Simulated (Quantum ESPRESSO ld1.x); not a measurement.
Results of a calculation; reference values are marked as such.
The nuclear charge of the rhodium ion Rh+ is varied continuously with 44 electrons held in [Kr] 4d8. Code: ld1.x of Quantum ESPRESSO 7.5. Model: Dirac Kohn-Sham, relativistic LDA (MacDonald-Vosko exchange, VWN5 correlation), spin-unpolarised, spherical densities, point nucleus; open shells fill j = l - 1/2 first. By the Hellmann-Feynman theorem dE/dZ = E(electron-nucleus)/Z, the electronic potential at the nucleus.

Z      E (hartree)  E(electron-nucleus)/Z (hartree)   HOMO  e(HOMO) (eV)  <r> HOMO (bohr)
44        -4521.57                         -248.689  4d5/2        -3.247            1.841
44.25     -4583.98                         -250.663  4d5/2        -5.488            1.752
44.5      -4646.90                         -252.633  4d5/2        -7.987            1.678
44.75     -4710.30                         -254.601  4d5/2       -10.719            1.614
45        -4774.20                         -256.567  4d5/2       -13.664            1.558
45.25     -4838.58                         -258.532  4d5/2       -16.810            1.507
45.5      -4903.46                         -260.496  4d5/2       -20.144            1.462
45.75     -4968.83                         -262.460  4d5/2       -23.657            1.420
46        -5034.69                         -264.425  4d5/2       -27.341            1.382

The central difference of E at Z = 45 is -256.567 hartree, to compare with the third column; the second derivative is -7.86 hartree.
